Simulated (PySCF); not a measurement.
## Electron correlation in Kr²⁺ (krypton, charge +2)

[Ar] 3d10 4s2 4p4, high-spin 3P determinant. Computed with PySCF 2.14 in 6-31G* (5s4p3d, 32 functions), with the non-relativistic Hamiltonian (point nucleus). Frozen: [Ar] 3d10; 6 electrons correlated.

MP2 pair energies summed by pair of shells (mhartree):

| pair | energy | share (%) |
| --- | --- | --- |
| 4p-4p | -36.88 | 50.3 |
| 4s-4p | -31.33 | 42.7 |
| 4s-4s | -5.09 | 6.9 |

Total MP2 correlation energy: -73.31 mhartree.

Same-spin part -18.03 and opposite-spin part -55.28 mhartree; SCS-MP2 scales them by 1/3 and 6/5 to -72.34 mhartree.

```tsv
level	correlation energy (mhartree)
CCSD	-89.13
(T)	-0.86
CCSD(T)	-89.99
```

Diagnostics: T1 = 0.0057, D1 = 0.0193, largest double amplitude 0.053.

Cost of the coupled-cluster step: 0.14 s of wall time on 1 thread of Neoverse-V1 (shared host), for 6 correlated electrons.
